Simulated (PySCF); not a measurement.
# A small calculation by hand: entropy of an ideal gas

CHO₂, SMILES [O]C=O (connectivity only; charge and spin as stated), charge -1, multiplicity 1.

Coordinates come from a B3LYP-D3(BJ)/def2-TZVPD optimisation. The spin state was assumed, not searched. The isomer is the one that the SMILES or the coordinates give; other isomers of the formula were not compared.

B3LYP-D3(BJ)/def2-TZVPD in PySCF gives the harmonic wavenumbers 745, 1042, 1340, 1371, 1650, 2575 cm⁻¹ and the rotational temperatures 5.1864, 0.5885, 0.5285 K. The molar mass is 45.02 g/mol, the symmetry number 2, the spin multiplicity 1.

Task: Work out the entropy at 298.15 K and 1 atm in the rigid-rotor, harmonic-oscillator model.

Result: 
Translation (Sackur–Tetrode at 1 atm): S = R[1.5 ln M + 2.5 ln T − 1.16487] = 156.2 J/(mol K).
Rotation: q = (√π/σ) T^1.5/√(θA θB θC) = 3590, S = R[ln q + 3/2] = 80.5 J/(mol K).
Vibration: with u = 1.4388 ν/T, each mode gives R[u/(e^u − 1) − ln(1 − e^−u)]:
| ν (cm⁻¹) | modes | u | S (J/(mol K)) |
|---|---|---|---|
| 745 | 1 | 3.60 | 1.08 |
| 1042 | 1 | 5.03 | 0.33 |
| 1340 | 1 | 6.47 | 0.10 |
| 1371 | 1 | 6.62 | 0.08 |
| 1650 | 1 | 7.96 | 0.03 |
The stiffer modes add less than 0.005 each. Sum 1.6 J/(mol K).
Spin: R ln 1 = 0.0 J/(mol K).
Total 238.4 J/(mol K); the program's own thermochemistry gives 238.4. Translation makes up 66 % and vibration 1 %. Anharmonicity, hindered rotation and orbital degeneracy are left out.
